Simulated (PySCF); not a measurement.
## Assignment exercise: C5H12O2Si

Numbering as in the mapped SMILES `[CH3:1][O:2][SiH:3]([O:4][CH3:5])[CH:6]1[CH2:7][CH2:8]1`; H(Xn) means a hydrogen on atom n. Ha(C7), Ha(C8) are cis to Si3 on the ring; Hb(C7), Hb(C8) are trans to Si3 on the ring.

Method: PBE0-D3(BJ)/def2-SVP geometry, NMR shieldings at CAM-B3LYP/pcSseg-1/GIAO, in PySCF (in vacuum, equivalent nuclei averaged, relativity neglected, a single conformation).

δ = σ(ref) − σ, references computed at the same level: ¹³C (σref 182.45), ¹H (σref 31.33) against TMS.

Problem. Assign these signals to the numbered atoms. ¹³C{¹H} NMR (computed): δ 51.2 (CH3), 1.7 (CH2), -5.3 (CH).

Solution. 
| δ (ppm) | atoms | environment | reason |
| --- | --- | --- | --- |
| 51.2 | C1/C5 | methyl carbon bonded to O | deshielded by the electronegative neighbour |
| 1.7 | C7/C8 | three-membered-ring carbon | carbons of three-membered rings are unusually shielded |
| -5.3 | C6 | three-membered-ring carbon | – |

Problem. Assign these signals to the numbered atoms. ¹H NMR (400 MHz, computed): δ 4.68 (d, 1H), 3.60 (s, 6H), 0.53 (m, 2H), 0.43 (m, 2H), -0.68 (m, 1H).

Solution. 
4.68 → H(Si3), hydrogen on a silicon bonded to C, 2 O
3.60 → H(C1)/H(C5), hydrogen on a methyl carbon bonded to O: its carbon carries O, hence the downfield position
0.53 → Ha(C7)/Ha(C8), hydrogen on a three-membered-ring carbon: cyclopropane-type protons are shielded by the ring
0.43 → Hb(C7)/Hb(C8), hydrogen on a three-membered-ring carbon
-0.68 → H(C6), hydrogen on a three-membered-ring carbon

Ha(C7)/Ha(C8) and Hb(C7)/Hb(C8) lie closer than the usual error of such a calculation, so a measured spectrum could show them in the other order.

Shifts are as computed, not scaled to solution data. Of 1309 compounds with measured shifts, 239 miss one by over three times the rms of a fit or turn the order of signals round; such compounds aren't used in these exercises. No couplings were computed; multiplicities are counted from neighbouring protons, with m where these are inequivalent, close in shift, in a saturated or five-membered ring or joined by F or P, and br s for small geminal =CH2 splittings.
